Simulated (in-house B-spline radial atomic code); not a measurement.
## P⁴⁺: [He] 2s2 2p5 3s1 4d1 (an excited or competing configuration)

Method: non-relativistic CAM-B3LYP, spin-polarised, spherical fractional occupations, exact exchange averaged over the configuration, point nucleus. Calculated with a B-spline radial code for spherical atoms.

Effective charges: Z_r = [3n² - l(l+1)]/(2<r>) from the radius, Z_e = n√(-2ε) from the energy, and Slater's rules. Values are occupation-weighted means over spin.

```csv
shell,electrons,ε (eV),<r> (bohr),Z_r,Z_e,Slater
1s,2,-2204.2,0.1039,14.44,12.73,14.70
2s,2,-268.32,0.5053,11.87,8.88,11.20
2p,5,-221.22,0.4621,10.82,8.06,11.20
3s,1,-73.975,1.47,9.18,7.00,7.05
4d,1,-23.23,3.671,5.72,5.23,5.00
```

The least bound orbital is 4d up at -23.23 eV, and it is also the most diffuse (<r> = 3.671 bohr).
